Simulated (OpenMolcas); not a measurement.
# Ho2+: moving or changing the point charges

Ho2+ among 8 point charges of -0.5 e arranged as a hexagonal bipyramid (D6h), 2.25 Å from the ion.
```
   2.2500    0.0000    0.0000  -0.50
   1.1250    1.9486    0.0000  -0.50
  -1.1250    1.9486    0.0000  -0.50
  -2.2500    0.0000    0.0000  -0.50
  -1.1250   -1.9486    0.0000  -0.50
   1.1250   -1.9486    0.0000  -0.50
   0.0000    0.0000    2.2500  -0.50
   0.0000    0.0000   -2.2500  -0.50
```

```yaml
Program: OpenMolcas 26.06
Method: CASSCF
Basis: ANO-RCC-VDZP [7s6p4d2f1g]
Scalar_Hamiltonian: DKH2, point nucleus
Active_space: 11 electrons in 7 orbitals (4f)
State_averaging: 2S+1 = 4 odd, 35 roots; 2S+1 = 2 odd, 73 roots kept (CI in the orbitals of an earlier block)
Spin-orbit_coupling: state interaction with AMFI integrals over the reference wave functions
```

Runs around this geometry, states. Energies in cm-1 above the lowest state or level, χT in cm3 K/mol.

```
R (Å)  q (e)  Ground state  First state of that spin  First gap with spin-orbit (degeneracies)  Width of lowest J  χT at 300 K
 2.25  -0.25      2S+1 = 4                      16.5                                8.5 (2, 2)                130       11.440
 2.25   -0.5      2S+1 = 4                      35.0                               18.2 (2, 2)                260       11.418
 2.45   -0.5      2S+1 = 4                      28.1                               17.9 (2, 2)                192       11.433
 2.69   -0.5      2S+1 = 4                      10.9                                7.3 (2, 2)                139       11.441
```

Taking the width of the lowest J multiplet as R^-n, n = -ln(139 / 260) / ln(2.69 / 2.25) = 3.5 between the shortest and longest distance.

Scaling the charges by -0.25 / -0.5 = 0.50 scales the width of the lowest J multiplet by 130 / 260 = 0.50; with fixed orbitals a first-order splitting would follow the charge.

High states are left out of the spin-orbit mixing, which shifts the levels that they would mix with. This is an electrostatic model: the charges have no orbitals. An unlabelled pair can be two single states that coincide in this model. A group larger than the point group allows holds several states that coincide in this model. No measured value stands beside these numbers.

A state without a sure symmetry label is named by its multiplicity alone.
